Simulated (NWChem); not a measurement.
Species: HSeOCl; SMILES O[Se]Cl

```xyz
4

Se     0.4126     0.4706     0.0041
Cl    -0.1920    -1.6345     0.0079
O     -1.1584     1.3032     0.0702
H     -1.4970     1.3622    -0.8347
```
Atoms are numbered in this order, from 1.

Coordinates come from a PBE0/def2-SVP optimisation.

Problem. List the 6 lowest vertical singlet excitations from Hartree-Fock/aug-cc-pVDZ, TDHF (NWChem).

Solution. 
```json
[
 {"state": "S1", "energy (eV)": "3.42", "oscillator strength": "0.001", "leading excitation (squared amplitude)": "HOMO → LUMO (0.39)"},
 {"state": "S2", "energy (eV)": "4.59", "oscillator strength": "0.001", "leading excitation (squared amplitude)": "HOMO → LUMO+2 (0.44)"},
 {"state": "S3", "energy (eV)": "6.48", "oscillator strength": "0.010", "leading excitation (squared amplitude)": "HOMO−1 → LUMO+1 (0.37)"},
 {"state": "S4", "energy (eV)": "6.85", "oscillator strength": "0.032", "leading excitation (squared amplitude)": "HOMO → LUMO (0.37)"},
 {"state": "S5", "energy (eV)": "7.15", "oscillator strength": "0.003", "leading excitation (squared amplitude)": "HOMO−3 → LUMO+1 (0.40)"},
 {"state": "S6", "energy (eV)": "7.65", "oscillator strength": "0.057", "leading excitation (squared amplitude)": "HOMO−2 → LUMO+2 (0.26)"}
]
```
